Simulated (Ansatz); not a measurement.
`[SiH3][SiH2]B1C[SiH2]1` + `[OH][GeH3]` → `[SiH3][SiH2][O][GeH3]` + `B1C[SiH2]1` at 600 K and 1 bar (cleavage of the Si–B bond).

Computed with Ansatz on PBE0-D4/def2-TZVP structures; ΔE is electronic, products minus reactants. CCSD(T)/CBS adds triple-zeta CCSD(T) − MP2 to the extrapolated MP2 energy (def2 sets, frozen cores). For Ge outer-core shells are correlated without core-valence functions, which leaves a few kJ/mol of doubt a bond. Scalar relativity is left out up to krypton. Each species was taken in one conformer, which may not be the lowest.

```json
{"species": "`[SiH3][SiH2]B1C[SiH2]1`", "CCSD(T)/CBS energy (Eh)": "-935.41977", "H − E (kJ/mol)": "316.0", "S (J/(mol·K))": "534.9"}
{"species": "`[OH][GeH3]`", "CCSD(T)/CBS energy (Eh)": "-2153.69723", "H − E (kJ/mol)": "132.5", "S (J/(mol·K))": "324.6"}
{"species": "`[SiH3][SiH2][O][GeH3]`", "CCSD(T)/CBS energy (Eh)": "-2734.29409", "H − E (kJ/mol)": "258.4", "S (J/(mol·K))": "520.6"}
{"species": "`B1C[SiH2]1`", "CCSD(T)/CBS energy (Eh)": "-354.85519", "H − E (kJ/mol)": "185.3", "S (J/(mol·K))": "343.3"}
```

H − E and S are ideal-gas, rigid-rotor, harmonic terms from PBE0-D4/def2-TZVP, for one conformer and one mirror image of each species. 1 Eh = 2625.50 kJ/mol, R = 8.31446 J/(mol·K).

Question: By hand: ΔE, ΔH, ΔS and ΔG.

Answer: ΔE = (-2734.29409) + (-354.85519) − (-935.41977) − (-2153.69723) = -0.03228 Eh = -84.8 kJ/mol. Δ(H − E) = 258.4 + 185.3 − 316.0 − 132.5 = -4.8, so ΔH = -89.6 kJ/mol. ΔS = 520.6 + 343.3 − 534.9 − 324.6 = 4.4 J/(mol·K). ΔG = -89.6 − 600 × (4.4)/1000 = -92.2 kJ/mol.

Question: By hand: the equilibrium constant, and the temperature at which ΔG would vanish if ΔH and ΔS stayed fixed.

Answer: log₁₀ K = −ΔG/(RT ln 10) = 8.0. ΔH and −TΔS have one sign here, so there is no such temperature. One of them is within its doubt of zero, so this could turn.

The number of gas molecules stays the same, so ΔS is small and ΔH decides. A doubt of 5 kJ/mol in ΔE shifts log₁₀ K by 0.4 here. Other conformers and mirror images would add mixing entropy, several J/(mol·K) or more a flexible species. Modes under 60 cm⁻¹, often nearly free rotors, make the harmonic entropy too high. These are equilibria of isolated gas molecules and say nothing of rates. Largest T1 diagnostic: 0.015 (customary marks: 0.02 for closed shells, 0.045 for open ones).
